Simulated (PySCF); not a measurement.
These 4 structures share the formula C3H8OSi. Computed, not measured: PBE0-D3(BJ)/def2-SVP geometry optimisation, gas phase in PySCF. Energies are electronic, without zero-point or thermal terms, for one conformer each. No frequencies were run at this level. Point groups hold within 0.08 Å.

Question: Rank from lowest to highest electronic energy at this level (kcal/mol).
A. `[SiH3:1][O:2][CH:3]1[CH2:4][CH2:5]1` with Si1–O2–C3–C4 -151°
B. `[CH2:1]1[CH2:2][O:3][SiH2:4][CH2:5]1` with C5–C1–C2–O3 -40°, C1–C2–O3–Si4 25°, C2–O3–Si4–C5 -3°, O3–Si4–C5–C1 -19°
C. `[CH3:1][SiH2:2][C:3]([CH3:4])=[O:5]` with C1–Si2–C3–C4 165°
D. `[CH2:1]=[CH:2][CH2:3][O:4][SiH3:5]` with C1–C2–C3–O4 -131°, C2–C3–O4–Si5 177°

Answer: B (0.0), C (23.9), A (29.2), D (30.6).

As drawn, the lowest has an Si–C bond, which the highest lacks; the highest has a C=C bond outside aromatic rings, which the lowest lacks. Neighbours under 2.5 kcal/mol apart ([SiH3]OC1CC1 and C=CCO[SiH3]) can change places with a better method, another conformer or zero-point energy.

```tsv
SMILES	E (Eh)	E rel (kcal/mol)	dipole (D)	point group	A, B, C (MHz)
C1CO[SiH2]C1	-483.30591	0.0	1.86	C1	6028, 4480, 2859
C[SiH2]C(C)=O	-483.26775	23.9	1.80	C1	6910, 2531, 1960
[SiH3]OC1CC1	-483.25931	29.2	1.00	C1	11989, 2179, 2023
C=CCO[SiH3]	-483.25717	30.6	1.00	C1	19713, 1514, 1492
```
